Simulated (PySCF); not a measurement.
How methods differ on the excitation energy of Cu

Cu [Ar] 3d10 4s1 (2S) → Cu [Ar] 3d9 4s2 (2D), as a difference of total energies. Calculation: PySCF 2.14, in ANO-RCC-VTZP (6s5p3d2f1g, 59 functions); scalar relativity by spin-free X2C-1e. Correlated levels: valence and next inner shell: [Ne] frozen. The calculations carry no spin-orbit coupling.

```json
{"method": "UHF", "excitation energy (eV)": "-0.185"}
{"method": "MP2 (valence and next inner shell)", "excitation energy (eV)": "2.939"}
{"method": "SCS-MP2 (valence and next inner shell)", "excitation energy (eV)": "2.344"}
{"method": "CCSD (valence and next inner shell)", "excitation energy (eV)": "1.297"}
{"method": "CCSD(T) (valence and next inner shell)", "excitation energy (eV)": "1.447"}
```

Errors of the correlated levels include the incompleteness of this basis and the frozen core.

Task: Which method comes closest to the reference value, and which is furthest?

Result: The reference is 1.490 eV (measured; NIST levels, between the centres of gravity of the two terms). Closest: CCSD(T) (valence and next inner shell) (error -0.043 eV); furthest: UHF (error -1.675 eV).
